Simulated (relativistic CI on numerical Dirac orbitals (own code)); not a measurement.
**One change at a time: Sr9+**

Base calculation: Dirac-Coulomb-Breit CI, separate exchange-only KLI orbitals for each configuration, model QED, unscaled Slater integrals.

Configuration list (outside the closed core [Ar]): 3d10.4s, 3d10.4p, 3d10.4d, 3d10.4f, 3d10.5s, 3d10.5p, 3d10.5d, 3d9.4s2, 3d10.6s, 3d9.4p2, 3d10.5f, 3d10.5g, 3d10.6p, 3d8.4s.4p2, 3d10.6d, 3d9.4s.4p. Levels of other configurations are missing.

Variants: (1) configuration mixing switched off; (2) non-relativistic limit. Shifts of the energy above 3d10.4s 2S_1/2, in cm⁻¹, for the lowest level and the first level of each name with at least 55 % of one term (blank where a level changes its place among those of its configuration and J or its character, or is not in the variant):

```tsv
Level	Base	Δ(1)	Δ(2)
3d10.4s 2S_1/2	0	0	0
3d10.4p 2P°_1/2	173807	-340	-5488
3d10.4p 2P°_3/2	188756	-357	-20438
3d10.4d 2D_3/2	462130	-346	-21889
3d10.4d 2D_5/2	464326	-348	-24084
3d10.5s 2S_1/2	662755	-531	-13643
3d10.4f 2F°_7/2	713917	-423	-22377
3d10.4f 2F°_5/2	713990	-423	-22450
3d10.5p 2P°_1/2	734123	-522	-15460
3d10.5p 2P°_3/2	740097	-510	-21434
3d10.5d 2D_3/2	855789	-476	-22034
3d10.5d 2D_5/2	856744	-470	-22990
3d9.4s2 2D_5/2	939554	+9774	+42601
3d10.6s 2S_1/2	947014	-516	-17960
```

At this charge energies of transitions that change n are usually good to better than 1 %, and those within a shell (Δn = 0) to a few per cent.

Ionisation energy from the two ground configurations alone: base 176.022 eV. The NIST ASD value (measured) is 177.3 eV.

LS names give the leading component of a level, which can be under half, so a name can repeat, a term be missing and a line seem to break the LS rules.
